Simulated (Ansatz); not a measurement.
Si27H34, a nanocrystal cut from hexagonal silicon, relaxed as a singlet with RKS PBE-D4/def2-SVP in Ansatz, starting from the GFN2-xTB geometry. Force threshold 0.03 eV/Å.

Single mean-field runs in def2-SVP are fitted with def2-universal-jkfit.

Start:

```xyz
61

Si    2.666   -2.360   -2.893
Si    0.515   -3.052   -2.341
Si    0.401   -4.418   -0.455
Si   -0.970    0.184   -3.958
Si   -0.924   -1.177   -2.050
Si   -3.112   -1.851   -1.396
Si   -0.780   -3.340    1.245
Si   -2.964   -3.303    0.422
Si   -4.471    0.000   -1.033
Si    3.542   -1.065   -1.172
Si    3.784   -2.197    0.853
Si    2.045    2.161   -2.796
Si   -0.151    2.324   -3.549
Si    2.227    0.891   -0.832
Si   -0.010    0.153   -0.233
Si    2.372   -1.269    2.464
Si    0.078   -1.181    1.804
Si   -1.443    3.318   -1.886
Si   -1.423    2.100    0.117
Si   -3.592    1.300    0.683
Si   -1.283   -0.061    3.413
Si   -3.503    0.221    2.748
Si    3.047    2.193    0.984
Si    3.325    0.826    2.852
Si    1.691    4.045    1.352
Si   -0.460    3.353    1.898
Si   -0.598    2.123    3.874
H     3.543   -3.483   -3.257
H     2.615   -1.558   -4.126
H    -0.026   -3.833   -3.474
H    -0.245   -5.694   -0.793
H     1.740   -4.846   -0.035
H    -0.218   -0.466   -5.041
H    -2.341    0.243   -4.484
H    -3.674   -2.624   -2.525
H    -0.727   -4.151    2.479
H    -3.381   -4.656    0.027
H    -3.952   -2.958    1.451
H    -4.537    0.802   -2.265
H    -5.874   -0.369   -0.797
H     4.890   -0.608   -1.575
H     3.577   -3.638    0.679
H     5.181   -2.133    1.304
H     2.912    1.585   -3.833
H     2.619    3.494   -2.571
H    -0.205    3.133   -4.785
H     2.430   -2.076    3.701
H    -2.829    3.496   -2.338
H    -0.989    4.692   -1.626
H    -4.455    2.489    0.851
H    -1.236   -0.868    4.650
H    -4.251   -1.040    2.712
H    -4.241    0.994    3.758
H     4.390    2.671    0.593
H     4.753    0.687    3.172
H     2.797    1.473    4.058
H     1.642    4.861    0.128
H     2.255    4.967    2.348
H    -1.302    4.555    2.077
H     0.666    2.179    4.616
H    -1.537    2.764    4.807
```

| step | energy (eV) | largest force component (eV/Å) | SCF passes |
| --- | --- | --- | --- |
| 1 | -213085.7222 | 0.776 | 19 |
| 2 | -213086.5136 | 0.426 | 20 |
| 3 | -213086.6738 | 0.050 | 20 |
| 4 | -213086.6750 | 0.007 | 22 |

Force components are those of the run's own axes.

End:

Cartesian coordinates in Å:
```
Si 2.631 -2.308 -2.888
Si 0.459 -3.018 -2.341
Si 0.404 -4.403 -0.423
Si -0.979 0.169 -3.972
Si -0.892 -1.125 -1.997
Si -3.053 -1.855 -1.425
Si -0.751 -3.305 1.316
Si -2.945 -3.292 0.453
Si -4.414 0.024 -1.055
Si 3.530 -1.003 -1.153
Si 3.756 -2.203 0.875
Si 2.064 2.164 -2.796
Si -0.153 2.333 -3.563
Si 2.149 0.870 -0.821
Si -0.010 0.150 -0.230
Si 2.300 -1.302 2.497
Si 0.076 -1.143 1.744
Si -1.457 3.333 -1.879
Si -1.374 2.038 0.095
Si -3.540 1.339 0.685
Si -1.237 -0.132 3.416
Si -3.477 0.192 2.755
Si 3.050 2.150 0.934
Si 3.296 0.804 2.865
Si 1.668 4.015 1.299
Si -0.508 3.328 1.860
Si -0.584 2.088 3.875
H 3.520 -3.493 -3.174
H 2.557 -1.459 -4.135
H -0.112 -3.792 -3.507
H -0.395 -5.637 -0.768
H 1.785 -4.850 -0.026
H -0.157 -0.500 -5.046
H -2.406 0.247 -4.457
H -3.605 -2.638 -2.596
H -0.690 -4.123 2.586
H -3.239 -4.695 -0.022
H -3.983 -2.931 1.482
H -4.439 0.853 -2.316
H -5.827 -0.400 -0.738
H 4.896 -0.507 -1.569
H 3.564 -3.681 0.665
H 5.162 -1.991 1.382
H 2.926 1.520 -3.854
H 2.617 3.540 -2.518
H -0.208 3.161 -4.826
H 2.342 -2.131 3.760
H -2.889 3.451 -2.341
H -0.944 4.722 -1.589
H -4.399 2.572 0.847
H -1.175 -0.968 4.673
H -4.268 -1.088 2.699
H -4.116 1.082 3.794
H 4.418 2.629 0.506
H 4.772 0.561 3.073
H 2.769 1.500 4.092
H 1.602 4.820 0.022
H 2.241 4.894 2.384
H -1.383 4.551 2.017
H 0.716 2.179 4.627
H -1.662 2.690 4.745
```

By distances, no bond broke or formed. The bond that changes most is Si15–Si19, from 2.43 to 2.35 Å (atoms count from 1).

No frequencies were taken in this run, so the end may be a saddle point.

Hardware: 4 threads of AMD EPYC 7R13 on a shared host and a share (37 GiB) of an NVIDIA H100 80GB HBM3. Wall time 23 s, peak host memory 1.3 GiB.
